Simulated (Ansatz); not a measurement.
Geometry optimisation, Ansatz 0.2.0, RHF/def2-SVP.

Input:

```yaml
crystal:
  periodic: [false, false, false]
  atoms:
    - { symbol: Zr, position_ang: [0.0, 0.0, 0.0] }
    - { symbol: "N", position_ang: [0.0, 0.0, 2.56] }
    - { symbol: H, position_ang: [-0.877, -0.2713, 3.09] }
    - { symbol: H, position_ang: [0.877, 0.2713, 3.09] }
    - { symbol: O, position_ang: [1.952, 0.0, -0.6893] }
    - { symbol: H, position_ang: [2.2684, -0.9521, -0.806] }
    - { symbol: "N", position_ang: [-1.0409, 1.8034, -0.7359] }
    - { symbol: H, position_ang: [-2.061, 1.7482, -1.0186] }
    - { symbol: H, position_ang: [-0.5204, 2.7241, -0.8065] }
    - { symbol: "N", position_ang: [-1.0409, -1.8034, -0.7359] }
    - { symbol: H, position_ang: [-1.5759, -2.4197, -0.0595] }
    - { symbol: H, position_ang: [-1.0055, -2.0526, -1.7656] }
    - { symbol: O, position_ang: [-2.2491, 0.0072, 0.7473] }
    - { symbol: H, position_ang: [-2.796, -0.6214, 0.1765] }
    - { symbol: H, position_ang: [-1.4112, 0.0045, 1.9994] }
basis:
  gaussian: { orbitals: def2-SVP }
hamiltonian:
  xc: hf
relax:
  f_tol: 0.15
  max_steps: 25
  restrain:
    - { distance: [0, 12], at: 3.27, k: 30.0 }
    - { distance: [14, 1], at: 2.26, k: 30.0 }
    - { distance: [0, 1], at: 2.21, k: 30.0 }
    - { distance: [14, 12], at: 1.01, k: 30.0 }
```

Launched with:

```bash
$ ansatz run input.yaml --threads 4 --pin off --max-ram 5120MiB --backend cpu --events-out ev --progress --plain --runs-dir out
```

Problem. Where does it end, and by what steps?

Solution. The forces met the threshold. The restraints hold the end off the free minimum; the threshold counts their pulls, which the force column leaves out. Restrained pairs: Zr1–O13 (2.37 → 3.26 Å), N2–H15 (1.52 → 2.26 Å), Zr1–N2 (2.56 → 2.17 Å), O13–H15 (1.51 → 0.97 Å). After 12 steps the energy has fallen by 6.360 eV (the restraints' own energy left out); H3 moved furthest, 1.09 Å.

| step | energy less start (eV) | largest force component (eV/Å) | accepted |
| --- | --- | --- | --- |
| 0 | 0.0000 | 3.806 | yes |
| 1 | -1.0059 | 5.292 | yes |
| 2 | -2.3070 | 6.346 | yes |
| 3 | -3.7757 | 5.456 | yes |
| 4 | -4.9393 | 3.057 | yes |
| 5 | -5.6528 | 1.489 | yes |
| 6 | -5.9423 | 1.401 | yes |
| 7 | -6.0653 | 1.466 | yes |
| 8 | -6.0758 | 1.941 | yes |
| 9 | -6.2543 | 1.392 | yes |
| 10 | -6.3247 | 1.332 | yes |
| 11 | -6.3508 | 1.324 | yes |
| 12 | -6.3600 | 1.135 | yes |

```xyz
15
Properties=species:S:1:pos:R:3
Zr 0.049 -0.029 0.045
N -0.070 -0.081 2.212
H -0.418 0.671 2.785
H 0.562 -0.619 2.781
O 1.911 -0.101 -0.473
H 2.777 -0.293 -0.776
N -0.725 1.658 -0.804
H -1.683 1.938 -0.662
H -0.259 2.354 -1.359
N -0.940 -1.691 -0.710
H -0.886 -2.628 -0.348
H -1.429 -1.732 -1.588
O -2.972 0.011 1.279
H -3.089 -0.753 0.732
H -2.307 -0.267 1.932
```

Time of the run: 17 s on 4 threads of Intel(R) Xeon(R) 6975P-C (Granite Rapids) (shared host), peak memory 0.42 GiB.
